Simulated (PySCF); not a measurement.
C₆H₉BO₂.
SMILES with atom numbers: `[BH2-:1]1[O:2][CH:3]=[C:4]([CH:5]2[CH2:6][CH2:7]2)[CH:8]=[O+:9]1`

Cartesian coordinates in Å at the PBE0-D3(BJ)/def2-SVP level; atoms count from 1:
```xyz
18
C6H9BO2 angstrom
B      5.409    0.575   -0.434
O      4.586   -0.254    0.561
C      3.332   -0.146    0.695
C      2.512    0.711   -0.043
C      1.045    0.761    0.192
C      0.257    2.036    0.066
C      0.060    0.938   -0.932
C      3.176    1.476   -1.007
O      4.423    1.449   -1.223
H      5.953   -0.186   -1.213
H      6.151    1.307    0.195
H      2.887   -0.800    1.463
H      0.726    0.088    0.995
H     -0.534    2.231    0.795
H      0.797    2.934   -0.250
H     -0.869    0.363   -0.902
H      0.463    1.074   -1.940
H      2.613    2.167   -1.655
```

NICS = −σ at a ghost point: NICS(0) at the centroid of the ring atoms, NICS(1) 1 Å to either side along the normal of their mean plane, zz for the tensor component along that normal. Level: GIAO PBE0/pcSseg-1 (PySCF, non-relativistic, gas phase) on the PBE0-D3(BJ)/def2-SVP geometry, one conformer.

Ring bond lengths (Å), with Mayer bond orders in brackets: B1–O2 1.535 (0.67), O2–C3 1.265 (1.38), C3–C4 1.398 (1.36), C4–C8 1.399 (1.34), C8–O9 1.266 (1.39), O9–B1 1.537 (0.66); C5–C6 1.505 (0.94), C6–C7 1.497 (0.96), C7–C5 1.505 (0.94).

Q: What do the NICS probes read (ppm)?

A: 
| ring | type | NICS(0) | NICS(1), two faces | NICS(1)zz, two faces | rms pucker (Å) | centre to ring atoms, mean (Å) |
| --- | --- | --- | --- | --- | --- | --- |
| B1–O2–C3–C4–C8–O9 | 6-membered ring with B and 2 O; formal bonds 2 double, 4 single | 7.3 | 3.2 / 3.4 | 13.6 / 13.7 | 0.01 | 1.40 |
| C5–C6–C7 | 3-membered carbocycle; formal bonds all single | -42.9 | -8.2 / -8.1 | -23.2 / -21.9 | 0.00 | 0.87 |

Q: What do they say, and how far can they be read as aromaticity?

A: 
- B1–O2–C3–C4–C8–O9: mean NICS(1)zz 13.7 ppm, deshielded. B1 has four or more neighbours, so the value isn't read as a sign of a π ring current.
- C5–C6–C7: mean NICS(1)zz -22.6 ppm, shielded. C5, C6, C7 have four or more neighbours, so the value isn't read as a sign of a π ring current. NICS(0) lies 35 ppm below the mean NICS(1).

Q: What are the shieldings of the ring atoms and their hydrogens in the same run (means over atoms taken as equivalent)?

A: 
| atoms | environment | σ isotropic (ppm) | principal values of the symmetric part, first atom (ppm) |
| --- | --- | --- | --- |
| B1 | four-coordinate boron | 96.4 | 85.2, 101.4, 102.6 |
| O2 | boron-bound oxygen | 57.9 | -173.2, 3.9, 342.9 |
| C3 | vinylic carbon bearing oxygen | -0.7 | -102.1, 0.8, 99.3 |
| C4 | fully substituted alkene carbon | 71.0 | -23.0, 78.7, 157.4 |
| C5 | allylic carbon | 175.6 | 145.3, 160.3, 221.2 |
| C6 (×2) | three-membered-ring carbon | 175.3 | 147.2, 171.2, 207.7 |
| C8 | carbon bonded to C, O and H | 2.9 | -101.1, -3.5, 113.3 |
| O9 | oxygen bonded to B and C | 55.9 | -183.0, -12.4, 363.2 |
| H10 (×2) | B–H hydrogen | 27.00 | 24.9, 27.4, 28.7 |
| H12 | vinylic hydrogen | 23.84 | 22.1, 22.1, 27.3 |
| H13 | methine hydrogen | 30.56 | 24.3, 28.1, 39.2 |
| H14 (×2) | methylene hydrogen | 30.47 | 24.8, 26.4, 40.3 |
| H15 (×2) | methylene hydrogen | 31.08 | 25.9, 28.6, 38.8 |
| H18 | hydrogen on carbon | 24.37 | 21.6, 21.8, 29.8 |

The list is cut; further classes of hydrogen are left out.

Q: How do the values depend on the level or the medium?

A: 
```
                              level  NICS(0), B1–O2–C3–C4–C8–O9  mean NICS(1)zz, B1–O2–C3–C4–C8–O9  NICS(0), C5–C6–C7  mean NICS(1)zz, C5–C6–C7
                 PBE0/pcSseg-1, gas                         7.3                               13.7              -42.9                     -22.6
                 WP04/pcSseg-1, gas                         6.5                               12.3              -40.7                     -21.1
PBE0/pcSseg-1, IEF-PCM acetonitrile                         6.1                               10.9              -43.2                     -22.7
  PBE0/pcSseg-1, IEF-PCM chloroform                         6.4                               11.5              -43.1                     -22.7
```

The geometry is the same throughout; the continuum's cavity takes Bondi-type radii × 1.2.
